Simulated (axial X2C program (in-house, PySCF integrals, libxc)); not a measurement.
## Spin–orbit splitting of π states down a group (EOM-EA-CCSD)

Calculated with an in-house all-electron X2C program for linear molecules (integrals from PySCF): two-component X2C with atomic mean-field Coulomb and Gaunt terms, Dyall basis sets with cores contracted in-house.

The first pair of π-type roots with Ω = 1/2 and 3/2, reached by adding an electron to a closed-shell reference; vertical energies, inner shells frozen. Splitting means E(3/2) − E(1/2).

Basis sets: Al dyall-av3z, B dyall-av3z, Cl dyall-av3z, Ga dyall-acv3z, In dyall-acv3z. Correlated electrons in EOM-CCSD (inner shells frozen, about 90 virtual spinors): BCl²⁺ 8, AlCl²⁺ 8, GaCl²⁺ 18, InCl²⁺ 18.

```json
{"species": "BCl⁺", "reference": "BCl²⁺", "R (Å)": "1.601", "main character": "62% B pπ, 13% Cl pπ", "spinor gap ε(3/2) − ε(1/2), HF (cm⁻¹)": "40"}
{"species": "AlCl⁺", "reference": "AlCl²⁺", "R (Å)": "2.035", "main character": "76% Al pπ, 8% Cl dπ", "spinor gap ε(3/2) − ε(1/2), HF (cm⁻¹)": "130"}
{"species": "GaCl⁺", "reference": "GaCl²⁺", "R (Å)": "2.100", "main character": "79% Ga pπ, 9% Cl dπ", "spinor gap ε(3/2) − ε(1/2), HF (cm⁻¹)": "740"}
{"species": "InCl⁺", "reference": "InCl²⁺", "R (Å)": "2.308", "main character": "83% In pπ, 7% Cl dπ", "spinor gap ε(3/2) − ε(1/2), HF (cm⁻¹)": "1890"}
```

(1) Should these pairs be regular or inverted?

EOM-EA-CCSD gives:

```csv
species,binding Ω = 1/2 (eV),binding Ω = 3/2 (eV),splitting (cm⁻¹),lowest root?
BCl⁺,15.487,15.469,141,no
AlCl⁺,12.445,12.429,126,no
GaCl⁺,12.651,12.566,687,no
InCl⁺,12.018,11.756,2113,no
```

A negative binding energy means unbound at this level; the spinor gap is withheld where the HF spinor is unbound or of another character. A small p share on a heavy partner can supply much of the splitting, and mixing of Ω = 1/2 with σ states shifts it further.

(2) With what power of Z of the atom that holds the π orbital does the splitting grow here (least-squares line in log–log)?

States that need a further excitation are missing; levels can be off by some tenths of an eV, splittings by less.

Answers

(1) Regular: one electron outside a closed shell puts Ω = 1/2 lowest, with the sign of the spinor gap.

(2) About Z^1.2 on average, though single steps scatter about that; valence splittings grow roughly as Z², far more slowly than the Z⁴ of hydrogen-like ions, because inner shells screen the nucleus.
